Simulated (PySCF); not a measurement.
# Multinuclear NMR of C4H14NOPSi2

Atoms are numbered as in `[CH2:1]=[N:2][Si@H:3]([PH2:4])[O:5][Si:6]([CH3:7])([CH3:8])[CH3:9]`. Hydrogens are named by the atom that carries them. Ha(C1) is cis to Si3; Hb(C1) is trans to Si3.

[PySCF: shielding tensors at PBE0/pcSseg-1 (GIAO); geometry: GFN2-xTB; one computed conformer; non-relativistic Hamiltonian; rapidly exchanging positions averaged; in vacuum]

Question: Where does ³¹P resonate?

Answer: 
```tsv
atoms	environment	σ (ppm)	δ (ppm)
P4	phosphorus bonded to Si, 2 H	608.8	-234.3
```

Shieldings were converted by a linear fit to measured shifts: ³¹P (scatter 18.1 ppm rms vs H3PO4, solution or neat liquid). A few per cent of atoms miss by over 2 rms, more outside the fitted compound classes.

On a 300 MHz spectrometer ³¹P resonates near 121.4 MHz, so 1 ppm is 121.4 Hz.

Question: Predict the ²⁹Si NMR data.

Answer: 
```tsv
atoms	environment	σ (ppm)	δ (ppm)
Si6	silicon bonded to 3 C, O	336.9	3.0
Si3	silicon bonded to N, O, P, H	377.0	-29.9
```

Shieldings were converted by a linear fit to measured shifts: ²⁹Si (scatter 8.9 ppm rms, 25.8 ppm with the 6 outliers that the fit left out vs TMS, solution or neat liquid). A few per cent of atoms miss by over 2 rms, more outside the fitted compound classes.

On a 500 MHz spectrometer ²⁹Si resonates near 99.3 MHz, so 1 ppm is 99.3 Hz.

Question: Predict the ¹⁵N NMR data.

Answer: 
| atoms | environment | σ (ppm) | δ (ppm) |
| --- | --- | --- | --- |
| N2 | imine nitrogen | -163.4 | 2.5 |

Shieldings were converted by a linear fit to measured shifts: ¹⁵N (scatter 6.3 ppm rms vs CH3NO2, solution or neat liquid). A few per cent of atoms miss by over 2 rms, more outside the fitted compound classes.

On a 300 MHz spectrometer ¹⁵N resonates near 30.4 MHz, so 1 ppm is 30.4 Hz.

Question: Predict the ¹⁷O NMR data.

Answer: 
| atoms | environment | σ (ppm) | δ (ppm) |
| --- | --- | --- | --- |
| O5 | oxygen bonded to 2 Si | 245.8 | 42.8 |

Shieldings were converted by a linear fit to measured shifts: ¹⁷O: δ = 266.70 − 0.911σ (rms 10.7 ppm, 155 shifts, 12.2 ppm with the 3 outliers that the fit left out vs liquid water, solution or neat liquid). Occasional misses reach two or three times the rms, and more in compound classes unlike the fitted ones.

On a 300 MHz spectrometer ¹⁷O resonates near 40.7 MHz, so 1 ppm is 40.7 Hz.
